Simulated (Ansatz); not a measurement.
GaH3Cl, that is [GaClH3]- with one electron fewer. The state is a doublet with charge 0. Geometry PBE-D4/def2-TZVPD, that of the charge -1 singlet; atoms count from 1.

```csv
atom,x (Å),y (Å),z (Å)
Ga1,-0.193,0.034,-0.088
Cl2,1.907,-0.336,0.864
H3,0.106,0.473,-1.610
H4,-0.856,1.206,0.800
H5,-0.964,-1.377,0.033
```

**Question.** Estimate the Mulliken populations from the PBE0/def2-TZVPD orbitals of Ansatz.

**Answer.** 
```
atom  charge (e)  spin (α − β)
 Ga1        0.52          0.05
 Cl2       -0.25          0.39
  H3       -0.02          0.36
  H4       -0.13          0.10
  H5       -0.13          0.10
```
Mulliken values depend strongly on the basis. With diffuse functions, as here, like atoms can get unlike values, and bond orders can come out too low or too high.

**Question.** Where does the spin sit?

**Answer.** Summed by element: Ga 0.05, Cl 0.39, H 0.56, of 1 unpaired in all. Largest on single atoms: Cl2 0.39, H3 0.36, H5 0.10.

**Question.** And the Mayer bond orders between heavy atoms (over 0.3)?

**Answer.** Ga1–Cl2 0.74 (2.34 Å).
